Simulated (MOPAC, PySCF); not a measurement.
H$_{6}$BFSi$_{2}$, SMILES `FB([SiH3])[SiH3]`, neutral singlet in the gas phase. 

Z-matrix (Å, degrees):
```
B
F 1 1.3316
Si 1 2.0427 2 118.81
H 3 1.4835 1 113.73 2 -17.96
H 3 1.4847 4 109.27 1 122.89
H 3 1.4873 4 108.82 5 117.12
Si 1 2.0431 2 118.64 3 -179.88
H 7 1.4835 1 113.53 2 -21.12
H 7 1.4845 8 109.27 1 123.01
H 7 1.4873 8 108.76 9 117.16
```
Charge 0, multiplicity 1.

All levels are single points at this geometry (B3LYP-D3(BJ)/def2-TZVP); Pople sets use spherical d functions. Orbital energies aren't observables, and empty levels follow the basis.

| level | HOMO (eV) | LUMO (eV) | gap (eV) | dipole (D) | vertical IE, Delta-SCF (eV) |
|---|---|---|---|---|---|
| B3LYP-D3(BJ)/def2-TZVP in PySCF | -7.31 | -2.37 | 4.94 | 0.28 | 9.48 |
| B3LYP/3-21G in PySCF | -7.22 | -1.96 | 5.26 | 0.05 | – |
| B3LYP/6-31G* in PySCF | -7.10 | -2.01 | 5.09 | 0.02 | 9.35 |
| BP86/6-31G* in PySCF | -6.20 | -2.85 | 3.34 | 0.08 | – |
| SVWN5/6-31G* in PySCF | -6.17 | -2.98 | 3.19 | 0.00 | 9.21 |
| HF/3-21G in PySCF | -10.25 | 1.63 | 11.87 | 0.43 | – |
| HF/6-31G* in PySCF | -10.21 | 1.75 | 11.96 | 0.30 | 8.99 |
| AM1 in MOPAC | -9.47 | -0.31 | 9.17 | 0.06 | – |
| PM3 in MOPAC | -9.38 | -0.01 | 9.37 | 0.57 | – |
